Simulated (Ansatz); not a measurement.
System: MoO, charge 0, quintet. MoO (SMILES [O]=[Mo], quintet).
B3LYP-D3(BJ)/def2-TZVP minimum from Ansatz (a first-principles code):
```
Mo
O 1 1.6977
```
Charge 0, spin multiplicity 5.

Total energies in def2-TZVPP, 12 correlated electrons, 5 frozen orbitals. Radicals and triplets start from unrestricted determinants; spin-orbit coupling is neglected. Correlated methods leave the cores frozen (noble-gas shells, and filled d and f shells in the p block). Past Kr the def2 sets carry scalar-relativistic core potentials. The UHF reference of MoO ([O]=[Mo], quintet) is spin-contaminated (<S^2> up to 0.53 over the pure value in the sets run).

| method | program | energy (Eh) | minus CCSDT(Q) (mEh) |
|---|---|---|---|
| HF | Ansatz | -142.42147 | 396.73 |
| MP2 | Ansatz | -142.76505 | 53.15 |
| CCSD | Ansatz | -142.79073 | 27.47 |
| CCSD(T) | Ansatz | -142.81206 | 6.14 |
| CCSDT(Q) | Ansatz | -142.81820 | 0.00 |

Rough core times of Ansatz's runs on a shared machine: CCSD(T) 2 min, CCSDT(Q) 20 min.
